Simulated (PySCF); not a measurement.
## Basis-set dependence of population analyses: `O[SiH2]O[SiH2][SiH3]`

Compound: H8O2Si3.
Bonds: O1–Si2, Si2–O3, O3–Si4, Si4–Si5. Hydrogens: H6 on O1; H7, H8 on Si2; H9, H10 on Si4; H11, H12, H13 on Si5.

PBE0 throughout (PySCF), one geometry, spherical d and f functions. One conformer (not necessarily the lowest) at the PBE0-D3(BJ)/def2-SVP geometry, without solvent, vibrations or thermal averaging. Atoms taken as equivalent share a column and are averaged. The first 7 of 9 kinds of atom are listed.

Mulliken charges (e):

```csv
basis,functions,O1,Si2,O3,Si4,Si5,H6,H7/H8
STO-3G,45,-0.462,+0.825,-0.530,+0.542,+0.337,+0.191,-0.145
6-31G,73,-0.822,+1.193,-0.952,+0.748,+0.227,+0.414,-0.147
pcSseg-0,73,-0.857,+1.289,-1.028,+0.663,+0.019,+0.400,-0.142
6-31G*,98,-0.746,+0.880,-0.671,+0.548,+0.080,+0.445,-0.111
cc-pVDZ,122,-0.355,+0.634,-0.510,+0.417,+0.036,+0.174,-0.090
def2-SVP,122,-0.424,+0.778,-0.582,+0.494,+0.109,+0.202,-0.123
aug-cc-pVDZ,199,-0.631,+0.539,-1.035,-0.025,-1.099,+0.115,+0.278
"6-311+G(2d,p)",207,-0.717,+1.129,-0.958,+0.565,+0.113,+0.281,-0.081
def2-TZVP,221,-0.529,+0.497,-0.402,+0.290,+0.009,+0.326,-0.046
cc-pVTZ,274,-0.344,+0.442,-0.339,+0.284,+0.018,+0.199,-0.059
IGLO-III,282,-0.593,+1.064,-0.641,+0.647,+0.471,+0.255,-0.194
pcSseg-2,313,-0.568,+1.014,-0.712,+0.620,+0.308,+0.227,-0.159
```

IAO charges (e):

| basis | functions | O1 | Si2 | O3 | Si4 | Si5 | H6 | H7/H8 |
| --- | --- | --- | --- | --- | --- | --- | --- | --- |
| STO-3G | 45 | -0.603 | +1.003 | -0.699 | +0.619 | +0.356 | +0.242 | -0.146 |
| 6-31G | 73 | -0.762 | +1.044 | -0.794 | +0.603 | +0.143 | +0.366 | -0.127 |
| pcSseg-0 | 73 | -0.746 | +1.065 | -0.792 | +0.591 | +0.093 | +0.352 | -0.134 |
| 6-31G* | 98 | -0.784 | +1.185 | -0.856 | +0.708 | +0.238 | +0.366 | -0.167 |
| cc-pVDZ | 122 | -0.782 | +1.173 | -0.852 | +0.700 | +0.238 | +0.369 | -0.165 |
| def2-SVP | 122 | -0.778 | +1.188 | -0.851 | +0.709 | +0.249 | +0.365 | -0.172 |
| aug-cc-pVDZ | 199 | -0.802 | +1.181 | -0.859 | +0.702 | +0.237 | +0.380 | -0.162 |
| 6-311+G(2d,p) | 207 | -0.811 | +1.216 | -0.878 | +0.728 | +0.259 | +0.381 | -0.171 |
| def2-TZVP | 221 | -0.811 | +1.230 | -0.883 | +0.738 | +0.263 | +0.379 | -0.176 |
| cc-pVTZ | 274 | -0.808 | +1.216 | -0.876 | +0.726 | +0.251 | +0.379 | -0.172 |
| IGLO-III | 282 | -0.814 | +1.226 | -0.882 | +0.733 | +0.262 | +0.381 | -0.174 |
| pcSseg-2 | 313 | -0.813 | +1.228 | -0.881 | +0.735 | +0.260 | +0.380 | -0.175 |

Hirshfeld charges (e):

```json
{"basis": "STO-3G", "functions": "45", "O1": "-0.296", "Si2": "+0.529", "O3": "-0.328", "Si4": "+0.373", "Si5": "+0.241", "H6": "+0.125", "H7/H8": "-0.101"}
{"basis": "6-31G", "functions": "73", "O1": "-0.315", "Si2": "+0.482", "O3": "-0.356", "Si4": "+0.323", "Si5": "+0.171", "H6": "+0.185", "H7/H8": "-0.076"}
{"basis": "pcSseg-0", "functions": "73", "O1": "-0.321", "Si2": "+0.496", "O3": "-0.339", "Si4": "+0.344", "Si5": "+0.188", "H6": "+0.187", "H7/H8": "-0.089"}
{"basis": "6-31G*", "functions": "98", "O1": "-0.287", "Si2": "+0.440", "O3": "-0.307", "Si4": "+0.304", "Si5": "+0.176", "H6": "+0.189", "H7/H8": "-0.080"}
{"basis": "cc-pVDZ", "functions": "122", "O1": "-0.279", "Si2": "+0.443", "O3": "-0.293", "Si4": "+0.310", "Si5": "+0.190", "H6": "+0.182", "H7/H8": "-0.086"}
{"basis": "def2-SVP", "functions": "122", "O1": "-0.285", "Si2": "+0.450", "O3": "-0.294", "Si4": "+0.318", "Si5": "+0.197", "H6": "+0.185", "H7/H8": "-0.088"}
{"basis": "aug-cc-pVDZ", "functions": "199", "O1": "-0.293", "Si2": "+0.463", "O3": "-0.323", "Si4": "+0.320", "Si5": "+0.192", "H6": "+0.177", "H7/H8": "-0.081"}
{"basis": "6-311+G(2d,p)", "functions": "207", "O1": "-0.291", "Si2": "+0.461", "O3": "-0.321", "Si4": "+0.319", "Si5": "+0.195", "H6": "+0.180", "H7/H8": "-0.082"}
{"basis": "def2-TZVP", "functions": "221", "O1": "-0.289", "Si2": "+0.452", "O3": "-0.310", "Si4": "+0.316", "Si5": "+0.191", "H6": "+0.184", "H7/H8": "-0.083"}
{"basis": "cc-pVTZ", "functions": "274", "O1": "-0.286", "Si2": "+0.451", "O3": "-0.305", "Si4": "+0.315", "Si5": "+0.189", "H6": "+0.181", "H7/H8": "-0.083"}
{"basis": "IGLO-III", "functions": "282", "O1": "-0.290", "Si2": "+0.447", "O3": "-0.308", "Si4": "+0.317", "Si5": "+0.192", "H6": "+0.179", "H7/H8": "-0.080"}
{"basis": "pcSseg-2", "functions": "313", "O1": "-0.293", "Si2": "+0.462", "O3": "-0.317", "Si4": "+0.321", "Si5": "+0.194", "H6": "+0.181", "H7/H8": "-0.083"}
```

ESP-fitted charges (e):

```csv
basis,functions,O1,Si2,O3,Si4,Si5,H6,H7/H8
STO-3G,45,-0.516,+0.788,-0.430,+0.452,+0.167,+0.280,-0.158
6-31G,73,-0.771,+0.973,-0.668,+0.611,+0.155,+0.460,-0.156
pcSseg-0,73,-0.793,+1.145,-0.682,+0.665,+0.069,+0.462,-0.219
6-31G*,98,-0.654,+0.676,-0.439,+0.484,+0.109,+0.433,-0.119
cc-pVDZ,122,-0.596,+0.620,-0.397,+0.448,+0.077,+0.403,-0.113
def2-SVP,122,-0.625,+0.716,-0.435,+0.487,+0.096,+0.410,-0.137
aug-cc-pVDZ,199,-0.608,+0.591,-0.366,+0.428,+0.103,+0.400,-0.105
"6-311+G(2d,p)",207,-0.635,+0.621,-0.393,+0.448,+0.098,+0.418,-0.108
def2-TZVP,221,-0.621,+0.601,-0.363,+0.435,+0.103,+0.416,-0.111
cc-pVTZ,274,-0.603,+0.596,-0.358,+0.431,+0.106,+0.404,-0.112
IGLO-III,282,-0.616,+0.577,-0.347,+0.403,+0.104,+0.411,-0.104
pcSseg-2,313,-0.638,+0.671,-0.415,+0.479,+0.118,+0.412,-0.123
```

Which scheme is steadiest as the basis changes?

Largest range over the bases for any column: Hirshfeld 0.09 e, IAO 0.26 e, ESP-fitted 0.57 e, Mulliken 1.57 e. Hirshfeld charges move least and Mulliken charges most, counted in e. Without the minimal STO-3G basis the ranges are Hirshfeld 0.06, IAO 0.19, ESP-fitted 0.57, Mulliken 1.57 e.

How much do the charges still move between the two largest bases, IGLO-III and pcSseg-2?

At most, over all atoms: Mulliken 0.163 e, IAO 0.002 e, Hirshfeld 0.015 e, ESP-fitted 0.094 e.

What do the same runs give for the total energy, the frontier levels and the dipole moment?

```json
{"basis": "STO-3G", "energy (Eh)": "-1011.0996", "HOMO (eV)": "-3.91", "LUMO (eV)": "6.11", "μ (D)": "1.44"}
{"basis": "6-31G", "energy (Eh)": "-1023.0738", "HOMO (eV)": "-7.76", "LUMO (eV)": "0.33", "μ (D)": "2.38"}
{"basis": "pcSseg-0", "energy (Eh)": "-1021.8832", "HOMO (eV)": "-8.06", "LUMO (eV)": "0.23", "μ (D)": "2.42"}
{"basis": "6-31G*", "energy (Eh)": "-1023.2432", "HOMO (eV)": "-7.75", "LUMO (eV)": "0.23", "μ (D)": "2.03"}
{"basis": "cc-pVDZ", "energy (Eh)": "-1023.2991", "HOMO (eV)": "-7.77", "LUMO (eV)": "0.21", "μ (D)": "1.97"}
{"basis": "def2-SVP", "energy (Eh)": "-1022.9174", "HOMO (eV)": "-7.84", "LUMO (eV)": "0.23", "μ (D)": "2.05"}
{"basis": "aug-cc-pVDZ", "energy (Eh)": "-1023.3200", "HOMO (eV)": "-7.85", "LUMO (eV)": "-0.40", "μ (D)": "1.82"}
{"basis": "6-311+G(2d,p)", "energy (Eh)": "-1023.3988", "HOMO (eV)": "-7.88", "LUMO (eV)": "-0.33", "μ (D)": "1.92"}
{"basis": "def2-TZVP", "energy (Eh)": "-1023.4226", "HOMO (eV)": "-7.86", "LUMO (eV)": "-0.17", "μ (D)": "1.91"}
{"basis": "cc-pVTZ", "energy (Eh)": "-1023.4177", "HOMO (eV)": "-7.85", "LUMO (eV)": "-0.07", "μ (D)": "1.88"}
{"basis": "IGLO-III", "energy (Eh)": "-1023.4240", "HOMO (eV)": "-7.89", "LUMO (eV)": "-0.08", "μ (D)": "1.86"}
{"basis": "pcSseg-2", "energy (Eh)": "-1023.4418", "HOMO (eV)": "-7.89", "LUMO (eV)": "-0.23", "μ (D)": "1.91"}
```

The dipole is fixed by the density alone, so its range of 0.98 D shows that the density itself changes with the basis, not only its division among atoms.
